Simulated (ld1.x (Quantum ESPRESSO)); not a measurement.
## erbium (Er), RRKJ: configuration errors across variants

| Property | Result |
| --- | --- |
| Element | erbium |
| Generator | ld1.x (Quantum ESPRESSO) 7.5 |
| Type | norm-conserving RRKJ (Kleinman–Bylander form) |
| Functional | PBEsol |
| Relativity | fully relativistic |
| Frozen core | [Kr] 4d10 |
| Valence charge | 22 |
| Reference configuration | 4f12 5s2 5p6 5d0 6s0.5 6p0 (charge +1.5) |
| Partial waves | 5s (bound): rc 2.15 bohr; 5p (bound): rc 2.40 bohr; 5d (bound, empty): rc 1.95 bohr; 4f (bound): rc 0.65 bohr |
| Local potential | all-electron potential smoothed inside 1.25 bohr (lloc = -2) |
| Core correction | none |

Open shells are filled in proportion to 2j + 1 (rel_dist='average').

Occupied shells without a wave of their own: 6s. They enter only through the test configuration that unscreens the potential.

All-electron excitation energies from the reference (eV): (1) 4f12 5s2 5p6 5d0 6s2 6p0 -11.611; (2) 4f12 5s2 5p6 5d0 6s1 6p0 -5.211; (3) 4f12 5s2 5p6 5d0 6s0 6p0 6.630; (4) 4f12 5s2 5p6 5d0 6s1 6p1 -8.808; (5) 4f12 5s2 5p6 5d0 6s0 6p1 -1.625; (6) 4f11 5s2 5p6 5d0 6s0 6p0 32.796; (7) 4f11 5s2 5p6 5d1 6s2 6p0 -6.879.

For the base: The 6s level has no wave, so the channel is fitted at the deeper level alone: the likely source of the large errors.

3 further variants failed, have other tests or another functional or relativity, and are left out.

The file “base” misses its own reference levels by 1.7 eV. The file “wave 5s (bound): rc 2.15 bohr becomes 5s (bound): rc 1.96 bohr” misses its own reference levels by 0.9 eV. The file “local potential all-electron potential smoothed inside 2.18 bohr (lloc = -2)” misses its own reference levels by 0.6 eV. The file “wave 5p (bound): rc 2.40 bohr becomes 5p (bound): rc 2.70 bohr” misses its own reference levels by 1.7 eV.

Errors AE − PS in meV (a dash: test not solved or not reliable):

| change | (1) | (2) | (3) | (4) | (5) | (6) | (7) | bound ghosts |
| --- | --- | --- | --- | --- | --- | --- | --- | --- |
| base | +1518 | +716 | -1049 | +681 | -728 | -1990 | +2760 | not determined |
| wave 5s (bound): rc 2.15 bohr becomes 5s (bound): rc 1.96 bohr | +819 | +381 | -547 | +375 | -344 | -1018 | +1438 | not determined |
| local potential all-electron potential smoothed inside 2.18 bohr (lloc = -2) | +545 | +249 | -343 | +221 | -258 | -880 | +558 | not determined |
| wave 5p (bound): rc 2.40 bohr becomes 5p (bound): rc 2.70 bohr | +1517 | +715 | -1050 | +665 | -761 | -2020 | +2750 | not determined |

Q: Give the same row for: all radii scaled by about 1.05 (s 2.26, p 2.52, d 2.06, f 0.68 bohr); local potential all-electron potential smoothed inside 1.32 bohr (lloc = -2).

A: +1555, +729, -1052, +687, -743, -1950, +2720; bound ghosts: none.
